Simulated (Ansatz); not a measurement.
`C=C[N]([SiH3])[GeH3]` at its PBE0-D4/def2-TZVP geometry, where that method's forces vanish. The species carries charge 0 and has multiplicity 1.

```
atom   x (Å)   y (Å)   z (Å)
  C1  -0.123  -2.075   0.751
  C2   0.374  -0.839   0.825
  N3   0.075   0.232  -0.011
 Si4  -1.052   0.020  -1.316
 Ge5   0.933   1.833   0.363
  H6   0.192  -2.824   1.464
  H7  -0.842  -2.378  -0.002
  H8   1.093  -0.620   1.615
  H9  -0.585  -1.022  -2.269
 H10  -1.151   1.327  -2.009
 H11  -2.392  -0.385  -0.811
 H12   0.468   2.856  -0.677
 H13   2.453   1.603   0.286
 H14   0.556   2.272   1.789
```

Question: For each bond, give half the difference of the two atoms' forces along it (eV/Å; positive pushes the atoms apart) under PBE-D4, r2SCAN-D4, B3LYP-D4, ωB97M-V in def2-TZVPP. (Estimate.)

Answer: Ansatz gave: 
```json
{"bond": "C1–C2", "length (Å)": "1.334", "PBE-D4": "0.36", "r2SCAN-D4": "0.20", "B3LYP-D4": "0.10", "ωB97M-V": "-0.11"}
{"bond": "C1–H6", "length (Å)": "1.081", "PBE-D4": "0.01", "r2SCAN-D4": "-0.07", "B3LYP-D4": "-0.09", "ωB97M-V": "-0.04"}
{"bond": "C1–H7", "length (Å)": "1.085", "PBE-D4": "0.00", "r2SCAN-D4": "-0.09", "B3LYP-D4": "-0.09", "ωB97M-V": "-0.04"}
{"bond": "C2–N3", "length (Å)": "1.392", "PBE-D4": "-0.05", "r2SCAN-D4": "0.10", "B3LYP-D4": "0.14", "ωB97M-V": "0.34"}
{"bond": "C2–H8", "length (Å)": "1.089", "PBE-D4": "0.00", "r2SCAN-D4": "-0.10", "B3LYP-D4": "-0.16", "ωB97M-V": "-0.12"}
{"bond": "N3–Si4", "length (Å)": "1.737", "PBE-D4": "0.10", "r2SCAN-D4": "0.01", "B3LYP-D4": "0.04", "ωB97M-V": "0.00"}
{"bond": "N3–Ge5", "length (Å)": "1.855", "PBE-D4": "0.15", "r2SCAN-D4": "0.06", "B3LYP-D4": "0.17", "ωB97M-V": "0.03"}
{"bond": "Si4–H9", "length (Å)": "1.488", "PBE-D4": "0.04", "r2SCAN-D4": "-0.03", "B3LYP-D4": "-0.08", "ωB97M-V": "-0.12"}
{"bond": "Si4–H10", "length (Å)": "1.483", "PBE-D4": "0.03", "r2SCAN-D4": "-0.05", "B3LYP-D4": "-0.11", "ωB97M-V": "-0.10"}
{"bond": "Si4–H11", "length (Å)": "1.488", "PBE-D4": "0.04", "r2SCAN-D4": "-0.03", "B3LYP-D4": "-0.08", "ωB97M-V": "-0.12"}
{"bond": "Ge5–H12", "length (Å)": "1.531", "PBE-D4": "0.03", "r2SCAN-D4": "-0.07", "B3LYP-D4": "-0.05", "ωB97M-V": "-0.08"}
{"bond": "Ge5–H13", "length (Å)": "1.539", "PBE-D4": "0.04", "r2SCAN-D4": "-0.06", "B3LYP-D4": "-0.04", "ωB97M-V": "-0.09"}
{"bond": "Ge5–H14", "length (Å)": "1.539", "PBE-D4": "0.04", "r2SCAN-D4": "-0.06", "B3LYP-D4": "-0.04", "ωB97M-V": "-0.09"}
```

B3LYP here is the variant with VWN-RPA as its local correlation; programs differ in this.
